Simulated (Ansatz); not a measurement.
Computed with Ansatz on PBE0-D4/def2-TZVP structures; ΔE is electronic, products minus reactants. CCSD(T)/CBS adds triple-zeta CCSD(T) − MP2 to the extrapolated MP2 energy (def2 sets, frozen cores). This one scheme is used for every species. DFT in def2-TZVPP. Each species was taken in one conformer, which may not be the lowest.

Reaction (ligand exchange at the Si–N bond): `N[SiH](O)O` + `[OH][AlH2]` → `O[SiH](O)[O][AlH2]` + NH₃

Q: Is it downhill or uphill in electronic energy at CCSD(T)/CBS, and by how much? (An estimate is asked.)

A: The calculation gave: Downhill: ΔE = -0.74 eV.

Q: What do these levels give: ωB97X-V, B2PLYP, PBE, HF/def2-TZVPP, CCSD/def2-TZVPP, CCSD(T)/def2-TZVPP? (Best estimate.)

A: The calculation gave: ωB97X-V -0.73, B2PLYP -0.74, PBE -0.64, HF/def2-TZVPP -0.86, CCSD/def2-TZVPP -0.77, CCSD(T)/def2-TZVPP -0.75 eV.

Largest T1 diagnostic among the species: 0.012.

In def2-TZVPP, CCSD(T) changes the Hartree–Fock value by +0.11 eV (the triples alone add +0.02 eV) and MP2 by +0.13 eV. From PBE to PBE0 (25 % exact exchange), in def2-TZVPP and without D4, ΔE moves by −0.05 eV.
